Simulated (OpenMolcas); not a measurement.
## Se+: effect of the IPEA shift

- Program: OpenMolcas
- Basis: ANO-RCC-VDZP [5s4p2d]
- Scalar Hamiltonian: DKH2, point nucleus
- Active space: 3 electrons in 3 orbitals (4p)
- State averaging: 2S+1 = 4 odd, 1 root; 2S+1 = 2 odd, 8 roots
- Spin-orbit coupling: RASSI with atomic mean-field integrals over the reference wave functions, term energies averaged over their components

Methods on the same reference wave functions:
A. CASSCF
B. SS-CASPT2, IPEA 0.25 Eh, imaginary shift 0.1 Eh (closed shells correlated: 3d 4s)
C. SS-CASPT2, IPEA 0.5 Eh, imaginary shift 0.1 Eh (closed shells correlated: 3d 4s)

Energies in cm⁻¹ above 4s² 4p³ ⁴S°_3/2, the measured ground level; measured values from NIST Handbook of Basic Atomic Spectroscopic Data.

| Level | A | B | C | Measured |
| --- | --- | --- | --- | --- |
| 4s² 4p³ ⁴S°_3/2 | 0.0 | 0.0 | 0.0 | 0.0 |
| 4s² 4p³ ²D°_3/2 | 17438 | 16000 | 15780 | 13168 |
| 4s² 4p³ ²D°_5/2 | 17843 | 16470 | 16240 | 13784 |
| 4s² 4p³ ²P°_1/2 | 29510 | 26420 | 26240 | 23038 |
| 4s² 4p³ ²P°_3/2 | 30056 | 27040 | 26860 | 23895 |

Deviations, from unrounded energies. A percentage is the sum of absolute deviations over the sum of measured energies, with the sign that they share, or ± where signs differ.

```tsv
Against measurement	Levels	A	B	C
mean absolute deviation (cm-1)	4	5200	3000	2800
other terms of the ground configuration (%)	4	+28.4	+16.3	+15.2
```

C lies closest to measurement on these levels and A furthest from it. The largest miss of C in the table is 4s² 4p³ ²P°_1/2, by +3200 cm-1. The ranking rests on the paired levels alone, and a cruder setting can come out closer through cancelling errors.

Between B and C the level of the table that moves most is 4s² 4p³ ²D°_5/2, by 230 cm-1 (lowest in C, highest in B). Moves below CASPT2's spread within the term are not significant.

From A to B the spin-free energies of the other terms of 4s² 4p³ shown, above ⁴S°, scale by factors of 0.89 to 0.92.

The lowest spin-free term lies below A's lowest term by 0.068 hartree in B, 0.061 hartree in C.

CASPT2 does not keep the components of a term degenerate, so their means are used; among the terms shown or strongly mixed into the levels shown the widest spread is 160 cm-1 (4s² 4p³ ²D°, C). With the s shell closed, the reference lacks s² → p² mixing. Without dynamic correlation excited terms often stand tens of per cent too high (terms of higher spin than the ground term too low), and those without a measured partner can miss by more than the paired ones (holds for A). Some terms miss by over 15 % even with CASPT2, which points to a basis or an active space too small for the shells correlated (holds for B; C). Computed and measured levels are paired by configuration, term and J; levels that our copy of the source lacks, or whose pairing is in doubt (as where it misses far off the trend of its configuration), stay unpaired and out of the deviations. Levels of configurations outside the active space are missing.

° marks odd parity.
